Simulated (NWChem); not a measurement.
# C$_{4}$H$_{4}$F$_{2}$; SMILES FC1=CC[C@H]1F

```xyz
10

F      0.7801     1.8196    -0.0285
C     -0.0082     0.7468    -0.0026
C     -1.3000     0.5386    -0.2702
C     -1.1923    -0.9492     0.0553
C      0.2949    -0.6531     0.4508
F      1.2531    -1.3447    -0.2674
H     -2.1307     1.1718    -0.5576
H     -1.2552    -1.6239    -0.8041
H     -1.8300    -1.3207     0.8660
H      0.5217    -0.7723     1.5164
```
Atoms are numbered in this order, from 1.

Program: NWChem. Pople sets run with spherical d functions. Coordinates come from a B3LYP/6-31G* (spherical d) optimisation. Atomic charges in e: unrestrained fits to the electrostatic potential beside Mulliken populations; buried atoms are poorly determined by the fit.

For level Hartree-Fock/6-31G*:

```
Quantity     Result
-----------  ------
Mulliken F1   -0.41
Mulliken C2    0.41
Mulliken C4   -0.40
Mulliken C5    0.29
```

**Question.** What are these values for level B3LYP/def2-SVP?

**Answer.** 
| Property | Value |
|---|---|
| Mulliken F1 | -0.17 |
| Mulliken C2 | 0.25 |
| Mulliken C4 | 0.14 |
| Mulliken C5 | 0.18 |
